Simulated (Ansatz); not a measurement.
Sn(NH2)Me3 (C3H11NSn), relaxed as a singlet with RKS PBE0-D4/def2-SVP in Ansatz, starting from the GFN2-xTB geometry. Force threshold 0.02 eV/Å.

In the def2 sets Sn takes a core potential; there is no spin–orbit coupling.

Start:

```xyz
16

Sn    0.011   -0.007    0.097
N     0.254    0.192    2.125
H    -0.493    0.690    2.591
H     1.114    0.647    2.400
C     1.789   -1.101   -0.545
H     1.663   -1.473   -1.555
H     1.957   -1.941    0.119
H     2.663   -0.460   -0.519
C    -0.161    1.945   -0.927
H    -0.307    1.800   -1.990
H     0.740    2.530   -0.779
H    -1.004    2.502   -0.535
C    -1.822   -1.179   -0.098
H    -2.669   -0.625    0.288
H    -1.725   -2.100    0.465
H    -2.010   -1.421   -1.137
```

| step | energy (eV) | largest force component (eV/Å) | SCF passes |
| --- | --- | --- | --- |
| 1 | -10602.9743 | 0.888 | 15 |
| 2 | -10603.0371 | 0.180 | 19 |
| 3 | -10603.0532 | 0.154 | 20 |
| 4 | -10603.0555 | 0.030 | 20 |
| 5 | -10603.0557 | 0.016 | 20 |

Force components are those of the run's own axes.

End:

```xyz
16

Sn    0.014    0.001    0.127
N     0.266    0.207    2.158
H    -0.499    0.706    2.611
H     1.122    0.700    2.408
C     1.743   -1.081   -0.549
H     1.611   -1.406   -1.591
H     1.889   -1.969    0.083
H     2.644   -0.454   -0.491
C    -0.157    1.887   -0.911
H    -0.300    1.716   -1.989
H     0.753    2.488   -0.771
H    -1.017    2.459   -0.533
C    -1.780   -1.157   -0.108
H    -2.650   -0.613    0.286
H    -1.680   -2.105    0.440
H    -1.960   -1.378   -1.170
```

By distances, no bond broke or formed. The bond that changes most is Sn1–C9, from 2.21 to 2.16 Å (atoms count from 1).

No frequencies were taken in this run, so the end may be a saddle point.

Hardware: 4 threads of Arm Neoverse V2 on a shared host. Wall time 11 s.
